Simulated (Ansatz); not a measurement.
```yaml
crystal:
  periodic: [false, false, false]
  atoms:
    - {symbol: C, position_ang: [0.046025, 0.798473, -0.190851]}
    - {symbol: Si, position_ang: [0.462938, -1.008815, -0.218366]}
    - {symbol: F, position_ang: [1.214497, -1.355648, 1.108241]}
    - {symbol: Br, position_ang: [-1.518397, -2.091415, -0.264757]}
    - {symbol: H, position_ang: [-0.512463, 1.094303, -1.042744]}
    - {symbol: H, position_ang: [-0.580391, 1.080690, 0.703107]}
    - {symbol: H, position_ang: [0.993482, 1.472513, -0.097023]}
basis:
  gaussian: {orbitals: def2-TZVPD}
total_charge: 1
magnetization: {spin_polarized: true, initial_magnetization: 1}
hamiltonian: {xc: {name: SVWN5}}
accuracy: high
output: {forces: true}
```

```sh
$ ansatz run in.yaml --threads 4 --pin off --events-out ev --progress --plain --max-ram 10444MiB
```

Output, abridged:

```
Error: a molecule whose nuclei and cores have a total charge of 67 cannot have a net charge of 1 together with 1 unpaired electrons
```

What is wrong with this run?

The number of unpaired electrons doesn't fit the electron count. The input was rejected before any iteration.
